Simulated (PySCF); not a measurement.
C4H6ClF, SMILES FC1(Cl)CCC1.

Geometry optimised at PBE0-D3(BJ)/def2-SVP.

Calculation: ωB97X/def2-TZVP run with PySCF.

Symmetry labels are those of the subgroup Cs that the program uses (full group Cs).

Computed valence orbital energies around the gap with their symmetry:
```tsv
orbital	symmetry	energy (eV)
HOMO−7	A"	-14.28
HOMO−6	A'	-14.24
HOMO−5	A"	-12.84
HOMO−4	A'	-12.52
HOMO−3	A"	-12.07
HOMO−2	A'	-11.87
HOMO−1	A'	-11.44
HOMO	A"	-10.88
LUMO	A'	2.74
LUMO+1	A'	3.26
LUMO+2	A'	4.01
LUMO+3	A"	4.27
```
